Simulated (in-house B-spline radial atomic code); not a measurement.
# V4+: [Ar] 3d1

Computed with a radial B-spline atomic code at the basis-set limit: non-relativistic OLYP, spin-polarised, spherical fractional occupations, point nucleus.

Effective charges: Z_r = [3n² - l(l+1)]/(2<r>) from the radius, Z_e = n√(-2ε) from the energy, and Slater's rules. Values are occupation-weighted means over spin.

```json
{"shell": "1s", "electrons": "2", "ε (eV)": "-5381.2", "<r> (bohr)": "0.06706", "Z_r": "22.37", "Z_e": "19.89", "Slater": "22.70"}
{"shell": "2s", "electrons": "2", "ε (eV)": "-653.61", "<r> (bohr)": "0.3106", "Z_r": "19.32", "Z_e": "13.86", "Slater": "18.85"}
{"shell": "2p", "electrons": "6", "ε (eV)": "-560.42", "<r> (bohr)": "0.2748", "Z_r": "18.20", "Z_e": "12.84", "Slater": "18.85"}
{"shell": "3s", "electrons": "2", "ε (eV)": "-122.54", "<r> (bohr)": "0.9273", "Z_r": "14.56", "Z_e": "9.00", "Slater": "11.75"}
{"shell": "3p", "electrons": "6", "ε (eV)": "-96.552", "<r> (bohr)": "0.9689", "Z_r": "12.90", "Z_e": "7.99", "Slater": "11.75"}
{"shell": "3d", "electrons": "1", "ε (eV)": "-56.265", "<r> (bohr)": "1.073", "Z_r": "9.79", "Z_e": "6.10", "Slater": "5.00"}
```

The least bound orbital is 3d up at -56.26 eV, and it is also the most diffuse (<r> = 1.073 bohr).

The density falls to 0.001 bohr⁻³ at 2.545 bohr; Σ<r²> = 10.737 bohr² gives, by the non-relativistic formula and without the paramagnetism of open shells, a Langevin diamagnetic susceptibility of -8.504×10⁻⁶ cm³/mol.
